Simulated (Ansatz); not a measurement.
doublet B: levels of theory in one basis

A single B atom.

Basis set: cc-pVDZ (spherical functions). Left uncorrelated: 1 orbital. Correlation on ROHF uses semicanonical orbitals with singles. Charge 0, multiplicity 2.

Computed with Ansatz (development build ahead of 0.2.0); each method stands on the lowest determinant of its kind that the runs found.

| method | E − E(ROHF) (eV) | <S²> of the determinant |
| --- | --- | --- |
| ROHF | 0.00 | 0.75 |
| UHF | -0.09 | 0.76 |
| ROHF-MP2 | -1.08 | – |
| UHF-MP2 | -1.09 | 0.76 |
| ROHF-CCSD | -1.68 | – |
| UHF-CCSD | -1.69 | 0.76 |
| ROHF-CCSD(T) | -1.71 | – |
| ROHF-CCSDT | -1.72 | – |
| UHF-CCSDT(Q) | -1.72 | 0.76 |
| full CI (lowest root of this spin) | -1.72 | – |

Question: Is a single determinant a sound starting point here?

Answer: By this sign, yes. Unrestricted orbitals gain 0.09 eV and <S²> is 0.76 against 0.75 for a pure state.
